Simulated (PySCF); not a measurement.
I$_{2}$Pb, septet, at the geometry of the source list (a higher spin typed on purpose: for a closed-shell molecule this is an excited state) (core potentials on I, Pb); PySCF with B3LYP/def2-SV(P).

Input for PySCF:
```python
from pyscf import gto, scf, dft

mol = gto.Mole()
mol.atom = '''
    Pb   -0.000000    0.000000    1.140200
    I     1.061700   -1.857600   -0.570100
    I    -1.061700    1.857600   -0.570100
'''
mol.basis = 'def2-sv(p)'
mol.ecp = {'I': 'def2-sv(p)', 'Pb': 'def2-sv(p)'}
mol.charge = 0
mol.spin = 6
mol.verbose = 4
mol.build()

mf = dft.UKS(mol)
mf.xc = 'b3lyp'
mf.kernel()
```

Problem. Write the output that PySCF gives for this input, abridged.

Solution. 
```
PySCF version 2.14.0

[INPUT] verbose = 4
[INPUT] num. atoms = 3
[INPUT] num. electrons = 72
[INPUT] charge = 0
[INPUT] spin (= nelec alpha-beta = 2S) = 6
[INPUT] symmetry False subgroup None
[INPUT] Mole.unit = angstrom
[INPUT] Symbol           X                Y                Z      unit          X                Y                Z       unit  Magmom
[INPUT]  1 Pb     0.000000000000   0.000000000000   1.140200000000 AA    0.000000000000   0.000000000000   2.154665727229 Bohr   0.0
[INPUT]  2 I      1.061700000000  -1.857600000000  -0.570100000000 AA    2.006322226451  -3.510355248992  -1.077332863615 Bohr   0.0
[INPUT]  3 I     -1.061700000000   1.857600000000  -0.570100000000 AA   -2.006322226451   3.510355248992  -1.077332863615 Bohr   0.0

nuclear repulsion = 289.797552771728
number of shells = 30
number of NR pGTOs = 183
number of NR cGTOs = 78
basis = def2-sv(p)
ecp = {'I': 'def2-sv(p)', 'Pb': 'def2-sv(p)'}

******** <class 'pyscf.dft.uks.UKS'> ********
method = UKS
initial guess = minao
damping factor = 0
level_shift factor = 0
DIIS = <class 'pyscf.scf.diis.CDIIS'>
diis_start_cycle = 1
diis_space = 8
diis_damp = 0
SCF conv_tol = 1e-09
SCF conv_tol_grad = None
SCF max_cycles = 50
direct_scf = True
direct_scf_tol = 1e-13
number electrons alpha = 39  beta = 33
XC library pyscf.dft.libxc version 7.1.2
    S. Lehtola, C. Steigemann, M. J. T. Oliveira, and M. A. L. Marques,  SoftwareX 7, 1–5 (2018)
XC functionals = b3lyp
    P. J. Stephens, F. J. Devlin, C. F. Chabalowski, and M. J. Frisch,  J. Phys. Chem. 98, 11623 (1994)
radial grids:
    Treutler-Ahlrichs [JCP 102, 346 (1995); DOI:10.1063/1.469408] (M4) radial grids

becke partition: Becke, JCP 88, 2547 (1988); DOI:10.1063/1.454033
pruning grids: <function nwchem_prune>
grids dens level: 3
symmetrized grids: False
atomic radii adjust function: <function treutler_atomic_radii_adjust>
small_rho_cutoff = 0
Set gradient conv threshold to 3.16228e-05
tot grids = 67144
init E= -701.424306570412

cycle= 1 E= -785.447238345954  delta_E=  -84  |g|= 2.81  |ddm|= 12.8

cycle= 2 E= -786.175013677011  delta_E= -0.728  |g|= 2.12  |ddm|= 11.1

cycle= 3 E= -788.023833401914  delta_E= -1.85  |g|= 0.411  |ddm|= 7.21

cycle= 4 E= -788.118260471032  delta_E= -0.0944  |g|= 0.204  |ddm|= 1.56

cycle= 5 E= -788.146512525837  delta_E= -0.0283  |g|= 0.0313  |ddm|= 0.518

cycle= 6 E= -788.147340904919  delta_E= -0.000828  |g|= 0.00915  |ddm|= 0.0959

cycle= 7 E= -788.147408893138  delta_E= -6.8e-05  |g|= 0.00171  |ddm|= 0.0263

cycle= 8 E= -788.147412463073  delta_E= -3.57e-06  |g|= 0.000307  |ddm|= 0.00591

cycle= 9 E= -788.147412932874  delta_E= -4.7e-07  |g|= 0.000139  |ddm|= 0.00275

cycle= 10 E= -788.147413203444  delta_E= -2.71e-07  |g|= 0.000217  |ddm|= 0.00189

cycle= 11 E= -788.147413266895  delta_E= -6.35e-08  |g|= 0.000162  |ddm|= 0.000281

cycle= 12 E= -788.147413149581  delta_E= 1.17e-07  |g|= 0.000143  |ddm|= 0.000688

cycle= 13 E= -788.147412694061  delta_E= 4.56e-07  |g|= 2.55e-05  |ddm|= 0.00499

cycle= 14 E= -788.147412691269  delta_E= 2.79e-09  |g|= 9.05e-06  |ddm|= 0.000565

cycle= 15 E= -788.147412691945  delta_E= -6.75e-10  |g|= 6.46e-06  |ddm|= 9.54e-05

Extra cycle  E= -788.14741269226  delta_E= -3.16e-10  |g|= 4.94e-06  |ddm|= 6.21e-05
converged SCF energy = -788.14741269226  <S^2> = 12.00409  2S+1 = 7.0011686
```
